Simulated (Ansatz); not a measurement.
Ansatz (a first-principles code) input for 1,1,2-trichloroprop-1-ene (C3H3Cl3), SMILES C(Cl)(=C(Cl)Cl)C, PBE-D3(BJ)/def2-SVP. 

Ansatz 0.2 input:
```yaml
crystal:
  periodic: [false, false, false]
  atoms:
    - {symbol: C, position_ang: [-1.99122187, 0.95537174, 0.32428964]}
    - {symbol: C, position_ang: [-0.78476563, 0.08537183, 0.40333364]}
    - {symbol: Cl, position_ang: [-0.84985784, -1.14678400, 1.61048285]}
    - {symbol: C, position_ang: [0.30506977, 0.17972394, -0.35871790]}
    - {symbol: Cl, position_ang: [0.46399595, 1.37403406, -1.58719491]}
    - {symbol: Cl, position_ang: [1.66343995, -0.86404656, -0.20872623]}
    - {symbol: H, position_ang: [-1.87727241, 1.69725948, -0.45972546]}
    - {symbol: H, position_ang: [-2.87075463, 0.34697131, 0.12110034]}
    - {symbol: H, position_ang: [-2.14529378, 1.45850438, 1.27764386]}
basis:
  gaussian:
    orbitals: def2-SVP
hamiltonian:
  xc: pbe
  dispersion: d3bj
relax: {f_tol: 0.002, max_steps: 200}
```

Log of the run:

```
WARN ansatz: RAYON_NUM_THREADS=1 ignored (pool sized by the plan → 1); use --threads N
Functional definition: PBE
integrals: 0.06 GiB planned
1233 factors; their error is unknown
mean field: 0.32 GiB planned
mean field evaluation 1: about -40684.7238 eV, gradient 6.0e1 eV
mean field evaluation 2: about -40663.1310 eV, gradient 1.0e2 eV
mean field evaluation 4: about -40693.3438 eV, gradient 1.2e1 eV
mean field evaluation 8: about -40693.6347 eV, gradient 2.2e-1 eV
mean field evaluation 16: about -40693.6349 eV, gradient 5.8e-5 eV
mean field -40693.63485743 eV, -1495.4634978743 hartree, gradient 5.8e-5 eV, S^2 0.000000; 0 other end points of the search recorded, 0 dependent functions left out
the calculation of the forces begins
reference -40693.63488749 eV, -1495.4634989790 hartree; 36, 36 occupied and 75, 75 virtual orbitals, 1233 factors
relax step   1: F+E_penalty+E_count = -40693.92753096 eV  Δ(F+E_penalty+E_count) = +0.000e0 eV  max|allowed force component| = 1.025e0 eV/Å  Δτ_max = 0.0000 Å  (28 SCF iters, accepted)
these checks for a lower state are left out or cut short: starts, cluster_reference, orbital_swaps, neighbouring_geometries, increment
integrals: 0.06 GiB planned
1233 factors; their error is unknown
mean field: 0.32 GiB planned
mean field -40693.68672249 eV, -1495.4654038800 hartree, gradient 2.1e-5 eV, S^2 0.000000; 0 other end points of the search recorded, 0 dependent functions left out
the calculation of the forces begins
reference -40693.68675272 eV, -1495.4654049910 hartree; 36, 36 occupied and 75, 75 virtual orbitals, 1233 factors
relax step   2: F+E_penalty+E_count = -40693.97731695 eV  Δ(F+E_penalty+E_count) = -4.979e-2 eV  max|allowed force component| = 2.153e-1 eV/Å  Δτ_max = 0.0253 Å  (32 SCF iters, accepted)
these checks for a lower state are left out or cut short: starts, cluster_reference, orbital_swaps, neighbouring_geometries, increment
integrals: 0.06 GiB planned
1233 factors; their error is unknown
mean field: 0.32 GiB planned
mean field -40693.69254625 eV, -1495.4656178991 hartree, gradient 2.1e-5 eV, S^2 0.000000; 0 other end points of the search recorded, 0 dependent functions left out
the calculation of the forces begins
reference -40693.69257654 eV, -1495.4656190122 hartree; 36, 36 occupied and 75, 75 virtual orbitals, 1233 factors
relax step   3: F+E_penalty+E_count = -40693.98238066 eV  Δ(F+E_penalty+E_count) = -5.064e-3 eV  max|allowed force component| = 6.764e-2 eV/Å  Δτ_max = 0.0098 Å  (32 SCF iters, accepted)
these checks for a lower state are left out or cut short: starts, cluster_reference, orbital_swaps, neighbouring_geometries, increment
integrals: 0.06 GiB planned
1233 factors; their error is unknown
mean field: 0.32 GiB planned
mean field evaluation 32: about -40693.7609 eV, gradient 2.5e-1 eV
mean field -40693.69280186 eV, -1495.4656272927 hartree, gradient 1.7e-5 eV, S^2 0.000000; 0 other end points of the search recorded, 0 dependent functions left out
the calculation of the forces begins
reference -40693.69283216 eV, -1495.4656284063 hartree; 36, 36 occupied and 75, 75 virtual orbitals, 1233 factors
relax step   4: F+E_penalty+E_count = -40693.98253774 eV  Δ(F+E_penalty+E_count) = -1.571e-4 eV  max|allowed force component| = 3.533e-2 eV/Å  Δτ_max = 0.0022 Å  (24 SCF iters, accepted)
these checks for a lower state are left out or cut short: starts, cluster_reference, orbital_swaps, neighbouring_geometries, increment
integrals: 0.06 GiB planned
1233 factors; their error is unknown
mean field: 0.32 GiB planned
mean field -40693.69285561 eV, -1495.4656292680 hartree, gradient 9.8e-6 eV, S^2 0.000000; 0 other end points of the search recorded, 0 dependent functions left out
the calculation of the forces begins
reference -40693.69288592 eV, -1495.4656303817 hartree; 36, 36 occupied and 75, 75 virtual orbitals, 1233 factors
relax step   5: F+E_penalty+E_count = -40693.98258147 eV  Δ(F+E_penalty+E_count) = -4.373e-5 eV  max|allowed force component| = 2.321e-3 eV/Å  Δτ_max = 0.0012 Å  (24 SCF iters, accepted)
these checks for a lower state are left out or cut short: starts, cluster_reference, orbital_swaps, neighbouring_geometries, increment
integrals: 0.06 GiB planned
1233 factors; their error is unknown
mean field: 0.32 GiB planned
mean field -40693.69285473 eV, -1495.4656292355 hartree, gradient 1.6e-5 eV, S^2 0.000000; 0 other end points of the search recorded, 0 dependent functions left out
the calculation of the forces begins
reference -40693.69288503 eV, -1495.4656303492 hartree; 36, 36 occupied and 75, 75 virtual orbitals, 1233 factors
relax step   6: F+E_penalty+E_count = -40693.98258269 eV  Δ(F+E_penalty+E_count) = -1.228e-6 eV  max|allowed force component| = 9.276e-4 eV/Å  Δτ_max = 0.0011 Å  (22 SCF iters, accepted)
integrals: 0.06 GiB planned
1233 factors; their error is unknown
mean field: 0.32 GiB planned
mean field evaluation 64: about -40693.6929 eV, gradient 3.2e-3 eV
mean field -40693.69285473 eV, -1495.4656292355 hartree, gradient 1.5e-5 eV, S^2 0.000000; 1 other end points of the search recorded, 0 dependent functions left out
the calculation of the forces begins
reference -40693.69288503 eV, -1495.4656303492 hartree; 36, 36 occupied and 75, 75 virtual orbitals, 1233 factors
Total energy: -40693.98261300 eV, -1495.4762776556 hartree
Atom 0 at    -1.993993     0.954995     0.326937 Å, force    -0.000159    -0.000449     0.000041 eV/Å
Atom 1 at    -0.784738     0.079467     0.409964 Å, force    -0.000602     0.000536     0.000008 eV/Å
Atom 2 at    -0.859182    -1.160149     1.633476 Å, force     0.000157     0.000457    -0.000290 eV/Å
Atom 3 at     0.326623     0.174152    -0.367741 Å, force    -0.000544     0.000221     0.000023 eV/Å
Atom 4 at     0.473449     1.385036    -1.608641 Å, force    -0.000206    -0.000011     0.000147 eV/Å
Atom 5 at     1.691694    -0.873667    -0.217347 Å, force     0.000928    -0.000670     0.000005 eV/Å
Atom 6 at    -1.880049     1.714374    -0.467003 Å, force     0.000500     0.000116    -0.000228 eV/Å
Atom 7 at    -2.896406     0.344314     0.116586 Å, force    -0.000044     0.000009     0.000039 eV/Å
Atom 8 at    -2.164059     1.467884     1.296255 Å, force    -0.000030    -0.000210     0.000255 eV/Å
Dipole moment:    -0.240644     0.162905    -0.005708 e Å
```

Self-consistency was reached.
